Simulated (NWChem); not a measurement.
isocyanic acid (CHNO); SMILES N=C=O

Results from NWChem. Coordinates come from a B3LYP/6-31G* (spherical d) optimisation. Isotropic polarisability at PBE0/aug-cc-pVDZ. A Cauchy series cut after its second term is a line in ω².

| row | ω² (10⁻³ Ha²) | α (bohr³) |
|---|---|---|
| static | 0.00 | 22.56 |
| 1065 nm | 1.83 | 22.72 |
| 589 nm | 5.98 | 23.09 |
| 400 nm | 12.97 | withheld |

Task: Fit a straight line of the last column on the one before it, predict the withheld value, and compare with the run.

Result: 
1. Means of the 3 shown rows: x = 2.603, y = 22.790. Slope Σ(x − x̄)(y − ȳ)/Σ(x − x̄)² = 1.666/18.78 = 0.08872; intercept 22.559.
2. The shown rows scatter about the line by 0.001 (root mean square); the largest residual is 0.00, at 1065 nm.
3. At x = 12.97 (400 nm; beyond the shown range) the line gives 23.71.
4. The run gives 23.77, +0.06 from the line. The intercept estimates α(0), and the slope, 88.7 bohr³/Ha², the next Cauchy moment.
